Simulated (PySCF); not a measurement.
HBr, charge -1, doublet, at the geometry of the source list (a state made from the parent by changing its charge; the spin is typed, not shown lowest) (in this run its highest filled SCF level lies above zero, so its values depend strongly on the basis, on diffuse functions most of all). Base run: SVWN5/STO-3G in PySCF.

Input for PySCF:
```python
from pyscf import gto, scf, dft

mol = gto.Mole()
mol.atom = '''
    Br    0.700400    0.000000    0.000000
    H    -0.700400    0.000000    0.000000
'''
mol.basis = 'sto-3g'
mol.charge = -1
mol.spin = 1
mol.verbose = 4
mol.build()

mf = dft.UKS(mol)
mf.xc = 'lda,vwn'
mf.kernel()
mf.analyze()
```

Variants of this job, named by their change:

```json
[
 {"change": "base", "ΔE vs base (mEh)": "0.000", "fitting functions": "-"},
 {"change": "auxbasis = cc-pvtz-ri", "ΔE vs base (mEh)": "-9822.5", "fitting functions": "196"},
 {"change": "auxbasis = autoaux", "ΔE vs base (mEh)": "-1.028", "fitting functions": "255"},
 {"change": "auxbasis = cc-pvtz-jkfit", "ΔE vs base (mEh)": "-2.489", "fitting functions": "237"},
 {"change": "auxbasis = cc-pvqz-jkfit", "ΔE vs base (mEh)": "-2.486", "fitting functions": "269"},
 {"change": "auxbasis = def2-svp-ri", "ΔE vs base (mEh)": "-9236.9", "fitting functions": "141"},
 {"change": "auxbasis = def2-tzvp-ri", "ΔE vs base (mEh)": "-9236.8", "fitting functions": "174"},
 {"change": "auxbasis = even-tempered beta=3.0", "ΔE vs base (mEh)": "-138.5", "fitting functions": "133"},
 {"change": "auxbasis = even-tempered beta=2.0", "ΔE vs base (mEh)": "-0.959", "fitting functions": "190"},
 {"change": "auxbasis = def2-universal-jfit", "ΔE vs base (mEh)": "-10.450", "fitting functions": "69"}
]
```

A fitting set is made for a task (jfit for Coulomb, jkfit for Coulomb and exchange, ri for correlation) and for a family of orbital bases.

Open shells are given as the SCF converged; they aren't shown to be the lowest states, and a large step between rows can be another state.
